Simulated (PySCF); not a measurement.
Computed IR spectrum (relative IR intensity) of a molecule CH₄Cl₂OSi. Geometry optimised at PBE0-D3(BJ)/def2-SVP. The values are those of a single conformer. All values below come from PBE0-D3(BJ)/def2-SVP (PySCF). Frequencies are harmonic and unscaled.

Lines under 2 % of the strongest are left out, and lines within 2 cm⁻¹ are merged.

ν (cm⁻¹): 156 (vw), 233 (w), 279 (w), 312 (m), 487 (w), 581 (s), 746 (m), 773 (w), 808 (m), 849 (vs), 954 (m), 1275 (w), 1420 (vw), 3928 (s) (against the strongest line: vs over 80 %, s over 45 %, m over 15 %, w over 4 %, vw less)

Which molecule gave these data?
A) C[Si](O)(Cl)Cl
B) CO[SiH](Cl)Cl
C) OC[SiH](Cl)Cl

A, C[Si](O)(Cl)Cl
